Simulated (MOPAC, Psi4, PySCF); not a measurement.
Intermolecular potential of F4Si ··· O2S (SMILES F[Si](F)(F)F and O=S=O). Monomers: optimised at B3LYP-D3(BJ) (def2-TZVP), held rigid. Orientation: lowest of the rigid-body minima from ten starts at GFN2-xTB. R is the distance of the centres of mass, along which the second monomer moves.

Levels: PM6, restricted, heats of formation (MOPAC); HF/aug-cc-pVDZ, counterpoise-corrected (Psi4); RKS-B3LYP/6-31G* = restricted B3LYP/6-31G*, spherical d, no counterpoise correction run with PySCF; SAPT0/jun-cc-pVDZ, frozen core (Psi4).

Interaction energies in kcal/mol:

```tsv
R / Å	PM6	HF/aug-cc-pVDZ	RKS-B3LYP/6-31G*
3.17	1.94	34.18	25.60
3.35	0.04	18.20	11.56
3.57	0.47	7.71	2.61
3.78	0.70	2.84	-1.16
4.01	0.28	0.42	-2.54
4.17	-0.13	-0.33	-2.67
4.50	-0.63	-0.80	-2.18
4.79	-0.58	-0.75	-1.61
5.29	-0.21	-0.49	-0.85
5.97	-0.05	-0.25	-0.30
6.95	-0.07	-0.10	-0.08
8.25	-0.08	-0.04	-0.03
```

Question: What does SAPT0/jun-cc-pVDZ give at the same points?

Answer: 3.17: 25.23; 3.35: 11.49; 3.57: 3.03; 3.78: -0.49; 4.01: -1.89; 4.17: -2.15; 4.50: -1.93; 4.79: -1.52; 5.29: -0.90; 5.97: -0.44; 6.95: -0.17; 8.25: -0.06 (kcal/mol).
